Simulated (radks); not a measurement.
Coherent X-ray form factor from a spherical all-electron density. Method: scalar-relativistic Kohn-Sham, PBE, spin-polarised, spherical densities, point nucleus; computed with a radial shooting solver on a logarithmic mesh with Libxc functionals.

sin(theta)/lambda (1/angstrom),f0 (electrons)
0.05,12.653
0.1,11.776
0.15,10.712
0.2,9.726
0.25,8.913
0.3,8.254
0.4,7.183
0.5,6.215
0.6,5.293
0.8,3.746
1,2.706
1.25,1.973
1.5,1.602
2,1.264

The species is in the configuration that NIST lists as its ground one. Which atom or ion scatters so?

Answer. The silicon ion Si+, [Ne] 3s2 3p1. Extrapolating in s^2 from the first two rows gives f0(0) = 12.9, near the electron count 13; among species with that count, the fall with angle is slower the higher Z, and the table is that of Z = 14; from so few rows the species is fixed only to a neighbour or two.
